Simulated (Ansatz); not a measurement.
Two isomers of CH4AlNO: A = `N=[C](O)[AlH2]`, B = `N=[CH][AlH][OH]`.

Gas-phase electronic energies from Ansatz, PBE0-D4/def2-TZVP geometries. CBS: MP2 limit from def2 TZ/QZ plus the TZ coupled-cluster correction, frozen cores. Functionals use def2-TZVPP. B3LYP here is the variant with VWN-RPA as its local correlation; programs differ in this. Each species was taken in one conformer, which may not be the lowest.

A:

Z-matrix (Å, degrees):
```
C
O 1 1.350
Al 1 1.987 2 117.1
N 1 1.271 2 118.4 3 180.0
H 2 0.972 1 106.8 3 -180.0
H 3 1.581 1 123.4 2 -0.1
H 3 1.585 1 113.2 2 179.9
H 4 1.016 1 111.6 2 180.0
```

B:

Z-matrix (Å, degrees):
```
C
Al 1 1.974
N 1 1.275 2 121.7
H 1 1.099 2 123.7 3 -180.0
O 2 1.695 1 109.8 3 -0.1
H 2 1.584 1 128.2 3 179.9
H 3 1.024 1 111.0 2 0.0
H 5 0.955 2 125.4 1 180.0
```

(1) Which is lower in electronic energy at CCSD(T)/CBS, and by how much? (Best estimate.)

(2) Give E(B) − E(A) in kJ/mol with BLYP-D4, MP2/def2-TZVPP, B3LYP-D4, ωB97M-V, r2SCAN-D4, PBE0-D4, B3LYP. (Estimate.)

(3) Does the order hold for the free energy at 298.15 K (harmonic terms from PBE0-D4)? (Best estimate.)

Largest T1 diagnostic: 0.015.

Results:

(1) The calculation gave: B, by 142.5 kJ/mol.

(2) The calculation gave: BLYP-D4 -130.0, MP2/def2-TZVPP -143.3, B3LYP-D4 -133.2, ωB97M-V -133.2, r2SCAN-D4 -129.5, PBE0-D4 -124.0, B3LYP -133.6. None reverses the order clearly.

(3) The calculation gave: Yes: G(B) − G(A) = -136.9 kJ/mol, for one conformer each.

From PBE to PBE0 (25 % exact exchange), in def2-TZVPP and without D4, E(B) − E(A) moves by −4.6 kJ/mol. At CCSD(T), def2-SVP lies +18.0 kJ/mol from the extrapolated value and def2-TZVPP +2.1 kJ/mol.
